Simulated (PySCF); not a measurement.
**FeOCl: bending curve**

Method: PySCF, UPBE0, basis Fe def2-SVP, O def2-SVP, Cl def2-SVP (no relativity, density fitting).

Rigid scan from the sextet minimum (Fe–Cl 2.165 Å, Fe–O 1.623 Å; Cl–Fe–O 180.0°). Coordinate: the O–Fe–Cl angle, bonds fixed. Energies in kJ/mol from the minimum.

| bond angle (°) | E (kJ/mol) | dipole size (D) | ⟨S²⟩ |
| --- | --- | --- | --- |
| 80 | 183.9 | 6.32 | 8.77 |
| 90 | 124.7 | 5.84 | 8.77 |
| 100 | 83.9 | 5.34 | 8.77 |
| 110 | 55.0 | 4.81 | 8.77 |
| 120 | 34.8 | 4.25 | 8.77 |
| 130 | 20.9 | 3.65 | 8.77 |
| 140 | 11.5 | 3.01 | 8.77 |
| 150 | 5.6 | 2.32 | 8.77 |
| 160 | 2.3 | 1.59 | 8.77 |
| 170 | 0.5 | 0.81 | 8.77 |
| 180 | 0.0 | 0.13 | 8.77 |

With open d or f shells other occupations or spin states may lie lower.
